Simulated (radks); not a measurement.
Results of a calculation; reference values are marked as such.
Removal energies from the iridium ion Ir12+, [Kr] 4d10 4f14 5s2 5p(1/2: 2, 3/2: 1), by Delta-SCF beside the eigenvalue of the level emptied. Level of theory: Dirac Kohn-Sham, BLYP, spin-unpolarised, spherical densities, finite nucleus; Fermi nuclear charge, rms radius of each element as measured or else 0.836 A^(1/3) + 0.57 fm (a radial shooting solver on a logarithmic mesh with Libxc functionals). Sub-shells are occupied by j as written (lower j first in brackets).

removed from                                  final configuration  Delta-SCF (eV)  -eigenvalue (eV)
5p3/2                       [Kr] 4d10 4f14 5s2 5p(1/2: 2, 3/2: 0)          256.65            245.79
5p1/2                       [Kr] 4d10 4f14 5s2 5p(1/2: 1, 3/2: 1)          274.92            263.41
4f7/2         [Kr] 4d10 4f(5/2: 6, 7/2: 7) 5s2 5p(1/2: 2, 3/2: 1)          292.14            274.07
4f5/2         [Kr] 4d10 4f(5/2: 5, 7/2: 8) 5s2 5p(1/2: 2, 3/2: 1)          295.52            277.32
